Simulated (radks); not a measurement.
Results of a calculation; reference values are marked as such.
Species: the promethium ion Pm+. Configuration: [Xe] 4f5 7f1 (not the ground configuration). Code: a radial shooting solver on a logarithmic mesh with Libxc functionals. Model: scalar-relativistic Kohn-Sham, r2SCAN, spin-polarised, spherical densities, finite nucleus; open shells are filled with parallel spins first (spin-orbit coupling, left out, can overturn this in heavy ions); meta-GGA in the generalised Kohn-Sham scheme; Fermi nuclear charge, rms radius 4.962 fm. Some entries of the table are withheld. Estimate them.

orbital  occ.  eigenvalue (hartree)  <r^2> (bohr^2)
1s up       1             -1657.386       0.0007320
1s down     1             -1657.385       0.0007320
2s down     1             -270.5466         0.01156
2s up       1             -270.5456         0.01156
2p down     3             -241.5272        0.009265
2p up       3             -241.5267        0.009265
3s up       1             -59.60776         0.07734
3s down     1             -59.54105         0.07723
3p up       3             -50.44554         0.07751
3p down     3             -50.37865         0.07737
3d up       5             -37.88623         0.06574
3d down     5             -37.83376         0.06557
4s up       1             -12.37111          0.3974
4s down     1             -12.19114          0.3969
4p up       3              -9.35123          0.4488
4p down     3              -9.16814          0.4483
4d up       5              -5.07051          0.5512
4d down     5              -4.88310          0.5521
5s up       1              -2.04274           2.310
5s down     1              -1.94081           2.414
5p up       3                   (1)           3.125
5p down     3                   (2)           3.280
4f up       5                   (3)             (4)
4f down     0                   (5)             (6)
7f up       1              -0.04649           609.5

Answer. 
(1) 5p up eigenvalue (hartree): -1.30729
(2) 5p down eigenvalue (hartree): -1.23271
(3) 4f up eigenvalue (hartree): -0.53725
(4) 4f up <r^2> (bohr^2): 1.368
(5) 4f down eigenvalue (hartree): -0.37060
(6) 4f down <r^2> (bohr^2): 1.648
